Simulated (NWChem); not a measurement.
BeF2; SMILES [F][Be][F]

Computed with NWChem. Each level has its own optimisation; frequencies are unscaled.

| level | r Be–F (Å) | highest harmonic frequency (cm⁻¹) | lowest (cm⁻¹) | zero-point energy (kcal/mol) |
|---|---|---|---|---|
| BLYP/def2-SVP | 1.395 | 1609 | 336 | 4.3 |
| Hartree-Fock/3-21G | 1.377 | 1801 | 286 | 4.5 |
| CAM-B3LYP/def2-SVP | 1.381 | [?] | [?] | 4.4 |
| PBE0-D3(BJ)/def2-TZVP | 1.378 | 1571 | 342 | 4.3 |

Problem. What belongs in the gaps?

Solution. 
- CAM-B3LYP/def2-SVP, highest harmonic frequency (cm⁻¹): 1668
- CAM-B3LYP/def2-SVP, lowest (cm⁻¹): 348
